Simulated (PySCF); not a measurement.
Computed shifts of a molecule ClFH5NSi2, PBE0/pcSseg-1 in PySCF, GIAO, gas phase, atoms alike by connectivity averaged where their shifts nearly agree, in ppm (number of nuclei): ¹⁵N: -3.3 (1). ²⁹Si: 23.5 (1), -49.4 (1). ¹⁹F: -185.6 (1). ¹H: 6.10 (1), 5.15 (1), 4.95 (1), 0.14 (1), 0.01 (1). References: ¹⁵N against NH3 (σ = 267.4 ppm); ²⁹Si against TMS (σ = 352.7 ppm); ¹⁹F against CFCl3 (σ = 167.2 ppm); ³⁵Cl against HCl (σ = 945.9 ppm); ¹H against TMS (σ = 31.56 ppm), references at their B3LYP-D3(BJ)/def2-TZVP geometries, non-relativistic (without spin–orbit terms, shifts of atoms bonded to Cl or Br come out too high). Coordinates come from a PBE0-D3(BJ)/def2-SVP optimisation. Other conformers were not sampled.

### Question
Which structure fits?
A) N[Si@@H](Cl)[SiH2]F
B) F[SiH2]N[SiH2]Cl
C) N[Si@@](F)([SiH3])Cl
D) N[SiH2][Si@H](F)Cl

### Answer
D, N[SiH2][Si@H](F)Cl
